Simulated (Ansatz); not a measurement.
All values below come from PBE0-D3(BJ)/def2-SVP in Ansatz (a quantum-chemistry and plane-wave program). No frequencies were computed at this level.

Ansatz 0.2 input:
```yaml
crystal:
  periodic: [false, false, false]
  atoms:
    - { symbol: C, position_ang: [-1.608968, 0.612446, 0.092984] }
    - { symbol: C, position_ang: [-1.540555, -0.773113, 0.037461] }
    - { symbol: C, position_ang: [-0.318241, -1.420008, -0.040135] }
    - { symbol: C, position_ang: [0.839103, -0.657475, -0.061403] }
    - { symbol: C, position_ang: [0.770159, 0.739549, -0.005266] }
    - { symbol: C, position_ang: [-0.456457, 1.380475, 0.072197] }
    - { symbol: S, position_ang: [2.343741, 1.510356, -0.044092] }
    - { symbol: N, position_ang: [3.263183, 0.166419, -0.135026] }
    - { symbol: S, position_ang: [2.480744, -1.264171, -0.15558] }
    - { symbol: H, position_ang: [-2.569471, 1.100197, 0.153144] }
    - { symbol: H, position_ang: [-2.44823, -1.356157, 0.054638] }
    - { symbol: H, position_ang: [-0.255284, -2.495398, -0.083784] }
    - { symbol: H, position_ang: [-0.499723, 2.456881, 0.114861] }
basis:
  gaussian: { orbitals: def2-svp }
hamiltonian:
  xc: pbe0
  dispersion: d3bj
relax:
  max_steps: 150
  f_tol: 0.02
magnetization:
  spin_polarized: true
  initial_magnetization: 1
```

Output:

```
Functional definition: PBE0
1742 factors; integrals over basis functions are off by at most 3.4e-4 eV
mean field evaluation 1: about -29401.5866 eV, gradient 5.2e1 eV
mean field evaluation 2: about -29304.1188 eV, gradient 1.2e2 eV
mean field evaluation 4: about -29416.1386 eV, gradient 1.3e1 eV
mean field evaluation 8: about -29417.1242 eV, gradient 5.4e-1 eV
mean field evaluation 16: about -29417.2094 eV, gradient 8.6e-4 eV
mean field -29417.20936617 eV, -1081.0625045059 hartree, gradient 2.1e-5 eV, S^2 0.755686; 0 other end points of the search recorded, 0 dependent functions left out
reference -29417.20939049 eV, -1081.0625053999 hartree; 40, 39 occupied and 114, 115 virtual orbitals, 1742 factors
relax step   1: F+E_penalty+E_count = -29417.65995850 eV  Δ(F+E_penalty+E_count) = +0.000e0 eV  max|allowed force component| = 1.133e0 eV/Å  Δτ_max = 0.0000 Å  (38 SCF iters, accepted)
these checks for a lower state are left out or cut short: starts, cluster_reference, orbital_swaps, neighbouring_geometries, increment
1742 factors; integrals over basis functions are off by at most 3.4e-4 eV
mean field -29417.25174742 eV, -1081.0640619885 hartree, gradient 1.5e-5 eV, S^2 0.755745; 0 other end points of the search recorded, 0 dependent functions left out
reference -29417.25177192 eV, -1081.0640628885 hartree; 40, 39 occupied and 114, 115 virtual orbitals, 1742 factors
relax step   2: F+E_penalty+E_count = -29417.70111797 eV  Δ(F+E_penalty+E_count) = -4.116e-2 eV  max|allowed force component| = 6.875e-1 eV/Å  Δτ_max = 0.0278 Å  (38 SCF iters, accepted)
these checks for a lower state are left out or cut short: starts, cluster_reference, orbital_swaps, neighbouring_geometries, increment
1742 factors; integrals over basis functions are off by at most 3.4e-4 eV
mean field evaluation 32: about -29417.1862 eV, gradient 1.9e-2 eV
mean field -29417.26662758 eV, -1081.0646088242 hartree, gradient 2.3e-5 eV, S^2 0.755749; 0 other end points of the search recorded, 0 dependent functions left out
reference -29417.26665210 eV, -1081.0646097253 hartree; 40, 39 occupied and 114, 115 virtual orbitals, 1742 factors
relax step   3: F+E_penalty+E_count = -29417.71540325 eV  Δ(F+E_penalty+E_count) = -1.429e-2 eV  max|allowed force component| = 1.254e-1 eV/Å  Δτ_max = 0.0227 Å  (38 SCF iters, accepted)
these checks for a lower state are left out or cut short: starts, cluster_reference, orbital_swaps, neighbouring_geometries, increment
1742 factors; integrals over basis functions are off by at most 3.5e-4 eV
mean field -29417.26721540 eV, -1081.0646304259 hartree, gradient 2.2e-5 eV, S^2 0.755755; 0 other end points of the search recorded, 0 dependent functions left out
reference -29417.26723990 eV, -1081.0646313265 hartree; 40, 39 occupied and 114, 115 virtual orbitals, 1742 factors
relax step   4: F+E_penalty+E_count = -29417.71599124 eV  Δ(F+E_penalty+E_count) = -5.880e-4 eV  max|allowed force component| = 4.456e-2 eV/Å  Δτ_max = 0.0049 Å  (31 SCF iters, accepted)
these checks for a lower state are left out or cut short: starts, cluster_reference, orbital_swaps, neighbouring_geometries, increment
1742 factors; integrals over basis functions are off by at most 3.5e-4 eV
mean field -29417.26721755 eV, -1081.0646305050 hartree, gradient 1.7e-5 eV, S^2 0.755760; 0 other end points of the search recorded, 0 dependent functions left out
reference -29417.26724205 eV, -1081.0646314054 hartree; 40, 39 occupied and 114, 115 virtual orbitals, 1742 factors
relax step   5: F+E_penalty+E_count = -29417.71609185 eV  Δ(F+E_penalty+E_count) = -1.006e-4 eV  max|allowed force component| = 9.695e-3 eV/Å  Δτ_max = 0.0020 Å  (31 SCF iters, accepted)
1742 factors; integrals over basis functions are off by at most 3.5e-4 eV
mean field evaluation 64: about -29417.2672 eV, gradient 1.6e-2 eV
mean field -29417.26721755 eV, -1081.0646305050 hartree, gradient 1.7e-5 eV, S^2 0.755760; 1 other end points of the search recorded, 0 dependent functions left out
reference -29417.26724205 eV, -1081.0646314054 hartree; 40, 39 occupied and 114, 115 virtual orbitals, 1742 factors
Total energy: -29417.71611635 eV, -1081.0811272318 hartree
Atom 0 at    -1.618779     0.616482     0.093549 Å, force     0.001085     0.003911     0.000325 eV/Å
Atom 1 at    -1.549945    -0.778138     0.037612 Å, force     0.001451    -0.003787    -0.000311 eV/Å
Atom 2 at    -0.319196    -1.425342    -0.040318 Å, force    -0.008045    -0.001208     0.000295 eV/Å
Atom 3 at     0.847761    -0.659490    -0.061806 Å, force     0.009695    -0.007713    -0.000625 eV/Å
Atom 4 at     0.778567     0.742463    -0.005547 Å, force     0.008893     0.008624    -0.000057 eV/Å
Atom 5 at    -0.457937     1.385697     0.072477 Å, force    -0.008108     0.000377     0.000233 eV/Å
Atom 6 at     2.350335     1.519284    -0.044150 Å, force    -0.002430    -0.002579     0.000044 eV/Å
Atom 7 at     3.317434     0.169241    -0.137296 Å, force     0.000123     0.000018    -0.000036 eV/Å
Atom 8 at     2.488122    -1.272445    -0.156143 Å, force    -0.002699     0.002343     0.000172 eV/Å
Atom 9 at    -2.590132     1.111658     0.154464 Å, force     0.000166    -0.000352    -0.000046 eV/Å
Atom 10 at    -2.467661    -1.369690     0.054935 Å, force     0.000126     0.000364    -0.000033 eV/Å
Atom 11 at    -0.266118    -2.515332    -0.084025 Å, force    -0.000298     0.003403     0.000178 eV/Å
Atom 12 at    -0.512451     2.475614     0.116247 Å, force     0.000040    -0.003403    -0.000139 eV/Å
Dipole moment:    -0.711530    -0.036300     0.029450 e Å
```

Cost: roughly 70 core-seconds.
